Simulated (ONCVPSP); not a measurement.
## V (Z = 23): one change to an ONCV potential, before and after

```json
{"Element": "vanadium (V)", "Generator": "ONCVPSP 4.0.1", "Type": "optimised norm-conserving Vanderbilt (ONCV)", "Functional": "PBE", "Relativity": "scalar-relativistic", "Frozen core": "[Ne]", "Valence charge": "13", "Reference configuration": "3s2 3p6 3d3 4s2", "Partial waves": "3s+4s: rc 1.25 bohr, ncon 4, nbas 8, qcut 7.7 1/bohr, 2 projectors; 3p: rc 1.15 bohr, ncon 5, nbas 9, qcut 9.9 1/bohr, 2 projectors, debl 1.9 Ha; 3d: rc 1.35 bohr, ncon 3, nbas 7, qcut 12.5 1/bohr, 2 projectors, debl 2.1 Ha", "Local potential": "polynomial inside 0.95 bohr (lpopt 5, dvloc0 0 Ha)", "Core correction": "none"}
```

All-electron outer shells of the reference configuration (PBE, scalar-relativistic, ld1.x):

| shell | level (eV) | outermost node (bohr) | outermost maximum (bohr) |
| --- | --- | --- | --- |
| 2p | -503.16 | – | 0.21 |
| 3s | -70.24 | 0.38 | 0.82 |
| 3p | -44.04 | 0.35 | 0.84 |
| 3d | -5.16 | – | 0.90 |
| 4s | -4.70 | 1.17 | 2.76 |

Change: s: qcut 11.3.

Cutoffs: the cutoffs (Ha) at which the residual kinetic energy of the hardest occupied pseudo-wave falls to 1 and 0.1 mHa per electron; they do not see the model core or the augmentation charge, which bear on the density cutoff. Errors are all-electron minus pseudo energies relative to the spin-unpolarised reference configuration.

What does the change do?

The potential gets neither clearly harder nor softer (52 Ha and 62 Ha → 52 Ha and 60 Ha); the d channel sets the loose cutoff, while the largest relative change is in s, which becomes harder; of the 4 tests that both files solve, the error grows in 1 and shrinks in 0 by more than 15 % and 0.3 meV (median size 3.2 → 4.0 meV); neither file shows a bound ghost.

```tsv
quantity	base	changed
cutoff, loose	52 Ha	52 Ha
cutoff, tight	62 Ha	60 Ha
loose cutoff by channel	s 26 Ha, p 33 Ha, d 52 Ha	s 39 Ha, p 33 Ha, d 52 Ha
bound ghosts	none	none
GHOST(+) flags under 300 eV	none	none
error for 3s2 3p6 3d3 4s1, meV [ΔE 7.74 eV]	-0.2	-0.3
error for 3s2 3p6 3d3 4s0, meV [ΔE 22.03 eV]	+0.2	-0.4
error for 3s2 3p6 3d2 4s0, meV [ΔE 50.93 eV]	+6.2	+7.6
error for 3s2 3p6 3d2 4s2, meV [ΔE 10.97 eV]	+14	+12
s: phases at 1.27 bohr within 0.05 rad from the reference energy up to (Ha; the scan ends near 5)	to the end of the scan	to the end of the scan
p: phases at 1.17 bohr within 0.05 rad from the reference energy up to (Ha; the scan ends near 5)	to the end of the scan	to the end of the scan
d: phases at 1.37 bohr within 0.05 rad from the reference energy up to (Ha; the scan ends near 5)	to the end of the scan	to the end of the scan
```
